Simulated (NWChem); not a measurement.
Species: C$_{2}$BrCl$_{2}$F; SMILES F/C(Cl)=C(/Cl)Br

```xyz
6

F     -1.9305     0.7127     0.0000
C     -0.6442     0.9793     0.0000
Cl    -0.2839     2.6441     0.0000
C      0.2793     0.0040     0.0000
Cl     1.9558     0.3303     0.0000
Br    -0.2544    -1.7899     0.0000
```
Atoms are numbered in this order, from 1.

Geometry: optimised at PBE0/def2-SVP. B3LYP is NWChem's, with the RPA form of VWN correlation.

Spin-orbit effects, on the heavy nuclei and on their neighbours, are missing.

Task: Give the principal values of the shielding tensors (ppm) of F1, C2, Cl3, C4, Cl5 from B3LYP/6-311G** (spherical d), GIAO (NWChem), with their diamagnetic and paramagnetic parts as GIAO splits them.

Result: 
```
atom    σ11    σ22    σ33  isotropic  diamagnetic  paramagnetic
----  -----  -----  -----  ---------  -----------  ------------
F1    192.1  256.4  270.6      239.7        472.4        -232.7
C2    -57.7   52.8   84.6       26.6        253.3        -226.7
Cl3   486.4  581.4  950.8      672.9       1145.0        -472.2
C4      3.7   78.8   95.3       59.3        259.3        -200.1
Cl5   505.8  554.5  929.1      663.2       1145.4        -482.2
```
